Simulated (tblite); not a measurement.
Compound: C6H12PS (charge +1).
Atom-mapped SMILES: `[CH2:1]=[CH:2][PH+:3]1[CH2:4][CH2:5][S:6][CH2:7][CH2:8]1` (hydrogens: H9, H10 on C1; H11 on C2; H12 on P3; H13, H14 on C4; H15, H16 on C5; H17, H18 on C7; H19, H20 on C8)

Structure used (GFN2-xTB), in Å, numbered top down from 1:
```xyz
20
C6H12PS angstrom
C      3.2878   -0.1543   -0.3130
C      2.1716   -0.1504    0.4034
P      0.5408   -0.0115   -0.3154
C     -0.3249    1.4748    0.2728
C     -1.7766    1.4819   -0.2030
S     -2.7208    0.0917    0.5053
C     -1.9166   -1.2616   -0.4154
C     -0.4759   -1.4746    0.0457
H      4.2531   -0.2403    0.1589
H      3.2881   -0.0731   -1.3885
H      2.1792   -0.2326    1.4848
H      0.6589    0.0880   -1.6886
H      0.2133    2.3586   -0.0867
H     -0.2897    1.4739    1.3683
H     -1.8508    1.4373   -1.2909
H     -2.2789    2.3837    0.1444
H     -1.9762   -1.0428   -1.4829
H     -2.5107   -2.1505   -0.2078
H     -0.0268   -2.3432   -0.4480
H     -0.4502   -1.6441    1.1283
```

Computed values, GFN2-xTB/tblite, gas phase, harmonic and unscaled. The method is semi-empirical: single wavenumbers can be off by several per cent or more. Modes of hydrogen on phosphorus can be 10 to 20 % off. One conformer, not necessarily the lowest.

Harmonic wavenumbers (cm⁻¹): 52.0, 65.9, 149.4, 180.0, 191.7, 240.2, 293.1, 339.1, 342.3, 423.6, 548.6, 651.6, 660.0, 689.6, 717.9, 749.2, 757.6, 809.4, 846.1, 848.0, 895.6, 920.0, 929.2, 989.3, 997.2, 1005.5, 1012.6, 1051.7, 1074.9, 1115.0, 1140.9, 1212.8, 1230.2, 1236.0, 1237.2, 1245.7, 1371.2, 1381.7, 1386.5, 1423.6, 1430.8, 1636.7, 2389.7, 2924.4, 2926.9, 2931.8, 2933.2, 2968.0, 2969.3, 3017.8, 3017.8, 3019.7, 3092.8, 3125.4.

A = 3215, B = 868.8, C = 742.8 MHz; mass 147.040 u (most abundant isotopes); point group Cs, symmetry number 1.

Q: What is the zero-point energy?

A: Half the sum of the wavenumbers: 35398 cm⁻¹ = 423.46 kJ/mol.

Q: Give the ideal-gas entropy at 400 K and 1 bar in the rigid-rotor, harmonic-oscillator model (classical rotation).

A: Translation 177.21, rotation 126.79, vibration 158.09: S = 462.1 J/(mol K).

Q: And Cp and H(400 K) − H(0)?

A: Cp = 211.18 J/(mol K), of which vibrations give 177.92 (their classical limit is 54 R = 449.0); H(400 K) − H(0) = 47.40 kJ/mol without the zero-point energy, 34.10 from vibrations.

Q: Which modes carry the vibrational entropy at 400 K?

A: 52.0 cm⁻¹: 22.27; 65.9 cm⁻¹: 20.30; 149.4 cm⁻¹: 13.58; 180.0 cm⁻¹: 12.07; 191.7 cm⁻¹: 11.57; 240.2 cm⁻¹: 9.78 J/(mol K); the other 48 give 68.52 together.

Q: How do the functions run with temperature in this model?

A: 
```json
{"T (K)": "100", "S (J/(mol K))": "288.5", "Cp (J/(mol K))": "73.9", "H − H(0) (kJ/mol)": "5.17", "G − H(0) (kJ/mol)": "-23.68", "ln q(vib)": "1.46"}
{"T (K)": "200", "S (J/(mol K))": "352.3", "Cp (J/(mol K))": "115.6", "H − H(0) (kJ/mol)": "14.61", "G − H(0) (kJ/mol)": "-55.85", "ln q(vib)": "3.80"}
{"T (K)": "300", "S (J/(mol K))": "408.2", "Cp (J/(mol K))": "164.3", "H − H(0) (kJ/mol)": "28.57", "G − H(0) (kJ/mol)": "-93.90", "ln q(vib)": "6.23"}
{"T (K)": "500", "S (J/(mol K))": "513.6", "Cp (J/(mol K))": "250.2", "H − H(0) (kJ/mol)": "70.54", "G − H(0) (kJ/mol)": "-186.24", "ln q(vib)": "11.34"}
{"T (K)": "800", "S (J/(mol K))": "650.0", "Cp (J/(mol K))": "328.8", "H − H(0) (kJ/mol)": "158.52", "G − H(0) (kJ/mol)": "-361.44", "ln q(vib)": "19.00"}
{"T (K)": "1000", "S (J/(mol K))": "727.2", "Cp (J/(mol K))": "362.6", "H − H(0) (kJ/mol)": "227.84", "G − H(0) (kJ/mol)": "-499.32", "ln q(vib)": "23.83"}
```

q(vib) and H(0) count from the zero-point level.

Q: Blend soft modes into free rotors: weight 1/[1 + (100 cm⁻¹/ν̃)⁴] for the oscillator and the rest for a rotor with moment μB/(μ + B), μ = h/(8π²ν), B = 10⁻⁴⁴ kg m². What vibrational entropy results?

A: 147.09 J/(mol K) in place of 158.09, which changes −T·S at 400 K by +4.40 kJ/mol.

Hindered rotation and anharmonicity are outside this model. Other conformers, if any are populated, would add a mixing term that is left out.
